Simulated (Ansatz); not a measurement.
Relaxation of CH4FNSe (8 atoms, charge 0, multiplicity 1), to a largest force component of 0.02 eV/Å in at most 50 steps.

These are results of Ansatz, UKS LDA/def2-SVP, not measurements.

```xyz
8
Properties=species:S:1:pos:R:3:forces:R:3
N 0.154 1.277 -0.120 -2.45 -0.17 -1.44
C 0.384 -0.109 -0.068 0.74 2.17 1.22
F 1.231 -0.356 0.959 -0.23 -0.10 -0.60
Se -1.182 -1.109 0.210 -0.27 -1.66 0.17
H -0.563 1.479 -0.935 1.72 -0.36 1.57
H -0.378 1.617 0.751 0.92 -0.27 -0.70
H -2.419 -0.246 -0.052 -1.34 1.75 -0.24
H -0.439 -2.426 0.163 0.92 -1.36 0.02
```

Question: Where does it end, and by what steps?

Answer: The forces met the threshold. After 21 steps the energy has fallen by 3.823 eV; H5 moved furthest, 1.57 Å. Parted: N1–H5, Se4–H7. Joined: H5–H7.

| step | energy less start (eV) | largest force component (eV/Å) | accepted |
| --- | --- | --- | --- |
| 0 | 0.0000 | 2.452 | yes |
| 1 | -0.7222 | 1.400 | yes |
| 2 | -1.0621 | 1.231 | yes |
| 3 | -1.2613 | 2.012 | yes |
| 4 | -1.4838 | 0.906 | yes |
| 5 | -1.7860 | 0.907 | yes |
| 6 | -2.1046 | 1.509 | yes |
| 7 | -2.3086 | 1.813 | yes |
| 8 | -2.5365 | 1.565 | yes |
| 9 | -2.5774 | 1.379 | yes |
| 10 | -2.7188 | 1.066 | yes |
| 11 | -2.8552 | 1.453 | yes |
| 12 | -3.2489 | 1.428 | yes |
| 13 | -3.4296 | 2.760 | yes |
| 14 | -3.6964 | 0.856 | yes |
| 15 | -3.7716 | 0.625 | yes |
| 16 | -3.6119 | 1.391 | no |
| 17 | -3.8101 | 0.226 | yes |
| 18 | -3.8149 | 0.221 | yes |
| 19 | -3.8218 | 0.063 | yes |
| 20 | -3.8224 | 0.030 | yes |
| 21 | -3.8226 | 0.016 | yes |

```xyz
8
Properties=species:S:1:pos:R:3
N 0.000 1.115 0.213
C 0.281 -0.091 0.403
F 1.449 -0.539 0.872
Se -0.948 -1.483 0.040
H -2.044 1.058 -0.641
H 0.773 1.756 0.455
H -2.743 0.824 -0.927
H 0.021 -2.512 0.493
```

The run took 32 s on 2 threads of Intel(R) Xeon(R) CPU @ 2.80GHz (Skylake/Cascade Lake) (shared host), peak memory 0.23 GiB.
